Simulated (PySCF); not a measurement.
`O=CO[C@H]1CC[Si@@H]1Br`, C$_{4}$H$_{7}$BrO$_{2}$Si

Geometry:
| atom | x (Å) | y (Å) | z (Å) |
| --- | --- | --- | --- |
| O1 | 2.310 | 0.722 | 0.423 |
| C2 | 2.361 | -0.448 | 0.121 |
| O3 | 1.405 | -1.128 | -0.434 |
| C4 | 0.221 | -0.368 | -0.706 |
| C5 | -1.086 | -0.999 | -0.215 |
| C6 | -1.759 | 0.269 | 0.341 |
| Si7 | -0.060 | 1.175 | 0.408 |
| Br8 | 0.060 | 3.065 | -0.727 |
| H9 | 3.249 | -1.069 | 0.298 |
| H10 | 0.210 | -0.189 | -1.785 |
| H11 | -1.651 | -1.513 | -0.991 |
| H12 | -0.870 | -1.710 | 0.583 |
| H13 | -2.306 | 0.109 | 1.267 |
| H14 | -2.457 | 0.693 | -0.379 |
| H15 | 0.369 | 1.400 | 1.774 |

Computed with TDDFT LC-wPBE/def2-SVPD circular dichroism and optical rotation, one conformer, gas phase (PySCF). Geometry: GFN2-xTB.

The molecule is flexible and this is one conformer; a measurement averages over conformers. The calculation is non-relativistic, which matters for the atoms heavier than Zn.

(1) What are the CIP labels of the stereocentres?

(2) Which excitations and rotatory strengths does the calculation give?

Results:

(1) C4 R, Si7 S.

(2) Rotatory strengths R in 10⁻⁴⁰ esu² cm², velocity form and length form (origin at the centre of mass); f in length form.
| state | E (eV) | λ (nm) | f | R (velocity) | R (length) | main |
| --- | --- | --- | --- | --- | --- | --- |
| 1 | 6.04 | 205 | 0.003 | -6.1 | -6.6 | HOMO→LUMO+1 0.26, HOMO−2→LUMO+1 0.24 |
| 2 | 6.68 | 186 | 0.010 | -14.8 | -14.0 | HOMO→LUMO 0.61, HOMO→LUMO+5 0.11 |
| 3 | 7.16 | 173 | 0.013 | +11.4 | +10.2 | HOMO−1→LUMO 0.63, HOMO−1→LUMO+1 0.10 |
| 4 | 7.41 | 167 | 0.007 | -15.6 | -16.5 | HOMO−5→LUMO+1 0.24, HOMO−1→LUMO+1 0.19 |
| 5 | 7.61 | 163 | 0.002 | -0.9 | -0.5 | HOMO→LUMO+3 0.29, HOMO−2→LUMO 0.23 |
| 6 | 7.86 | 158 | 0.056 | +116.2 | +113.9 | HOMO−2→LUMO 0.23, HOMO→LUMO+2 0.17 |
| 7 | 7.98 | 155 | 0.014 | +4.2 | +5.6 | HOMO−1→LUMO+3 0.25, HOMO−3→LUMO 0.10 |
| 8 | 8.12 | 153 | 0.030 | -92.7 | -89.3 | HOMO−4→LUMO+1 0.16, HOMO→LUMO+2 0.11 |
| 9 | 8.37 | 148 | 0.045 | +27.2 | +26.5 | HOMO−1→LUMO+2 0.33, HOMO−3→LUMO 0.18 |
| 10 | 8.43 | 147 | 0.042 | -46.3 | -50.0 | HOMO→LUMO+6 0.17, HOMO−4→LUMO+1 0.10 |
| 11 | 8.49 | 146 | 0.021 | +26.9 | +27.1 | HOMO→LUMO+2 0.18, HOMO→LUMO+3 0.09 |
| 12 | 8.61 | 144 | 0.018 | +12.4 | +11.3 | HOMO−4→LUMO 0.21 |

Among the states computed, the strongest CD band (largest |R|) is state 6. The largest dissymmetry factor in size, g = 4R/(D+G), with D and G the electric and magnetic dipole strengths, is -0.039 for state 8 (velocity form, f = 0.029), among bands with |R| over 0.5. The mirror image has the same energies and oscillator strengths and all R with the opposite sign.
